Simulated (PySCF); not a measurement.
trans-PtH2(PF3)2 (singlet state).
Geometry (PBE0-D3(BJ)/def2-SVP, Å), atoms numbered from 1 in this order:
```xyz
11
F6H2P2Pt angstrom
Pt     0.0307   -0.0076   -0.0095
H      1.6683    0.0728    0.1275
P      0.0271    2.1944    0.1206
F      0.2380    2.8004    1.5555
F     -1.2357    3.0213   -0.3206
F      1.1131    3.0033   -0.6772
H     -1.6081   -0.0916   -0.1502
P     -0.0072   -2.2088   -0.1164
F     -1.0609   -2.9688    0.7678
F      1.2585   -3.0655    0.2557
F     -0.3258   -2.8353   -1.5224
```

Level of theory: PySCF, PBE0-D3(BJ)/def2-SVP geometry optimisation, gas phase, def2 core potentials past Kr.

Which atoms are bound to Pt1, and at what distances?

4 atoms: H2 1.645 Å, H7 1.647 Å, P8 2.204 Å, P3 2.206 Å. The nearest atom not counted as bound is F4, at 3.22 Å (others tie with it).

List the angles at Pt1.

| angle | degrees | distance of the outer atoms (Å) |
| --- | --- | --- |
| H2–Pt1–H7 | 179.8 | 3.29 |
| P3–Pt1–P8 | 178.8 | 4.41 |
| H2–Pt1–P8 | 94.0 | 2.84 |
| P3–Pt1–H7 | 93.1 | 2.82 |
| H2–Pt1–P3 | 87.0 | 2.68 |
| H7–Pt1–P8 | 85.9 | 2.65 |

What is the shape at Pt1?

Square planar: angles from 85.9° to 179.8°; τ4 = (360° − α − β)/141° = 0.01 with α and β the two widest (0 for a square, 1 for a tetrahedron).

What are the other bond lengths?

P3–F4 and 5 like bonds 1.572 Å. (A selection.)

Give some angles away from the centre.

Pt1–P3–F4 116.0°, Pt1–P3–F5 120.6°, Pt1–P3–F6 118.9°, F4–P3–F5 99.3°, F5–P3–F6 98.2°, Pt1–P8–F9 117.9°.

Point group: near Ci, missed by 0.13 Å at most; the miss may be what the optimiser left on a soft mode. Charge 0, singlet. No frequency check.

Hardware: one thread, Arm Neoverse V1 (aarch64), no GPU (shared host). Cost: 3.5 min of wall time, 0.66 GiB resident at most. This is the geometry optimisation.
